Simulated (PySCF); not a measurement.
Si(All)(F)2(H) (C3H6F2Si), SMILES C=CC[SiH](F)F. Atoms are numbered in the order given.

```xyz
12

Si     0.8675    -0.1241     0.1896
F      2.1557    -0.5144    -0.7128
F      1.0496     1.4295     0.6129
C     -0.6907    -0.2943    -0.8218
C     -1.8791     0.2029    -0.0486
C     -2.7963    -0.5695     0.5424
H      0.8899    -0.9461     1.4176
H     -0.5489     0.2757    -1.7571
H     -0.8056    -1.3570    -1.0968
H     -1.9505     1.2915     0.0639
H     -2.7643    -1.6615     0.4651
H     -3.6169    -0.1363     1.1197
```

Coordinates come from a B3LYP-D3(BJ)/def2-SVP optimisation. Other conformers were not sampled.

The numbers are results of PySCF with PBE/pcSseg-1, not measurements.

GIAO shieldings, no solvent; atoms listed in one row are averaged. δ = σ(ref) − σ: ²⁹Si against TMS (σ = 335.4 ppm); ¹⁹F against CFCl3 (σ = 133.6 ppm); ¹³C against TMS (σ = 182.0 ppm); ¹H against TMS (σ = 31.49 ppm), references at their B3LYP-D3(BJ)/def2-TZVP geometries, non-relativistic.

Computed chemical shifts:
```tsv
nucleus	atoms	count	δ (ppm)
²⁹Si	Si1	1	-3.0
¹⁹F	F2	1	-166.0
¹⁹F	F3	1	-178.3
¹³C	C5	1	137.5
¹³C	C6	1	125.9
¹³C	C4	1	30.7
¹H	H10	1	6.17
¹H	H11, H12	2	5.65
¹H	H7	1	5.33
¹H	H8	1	2.43
¹H	H9	1	1.95
```
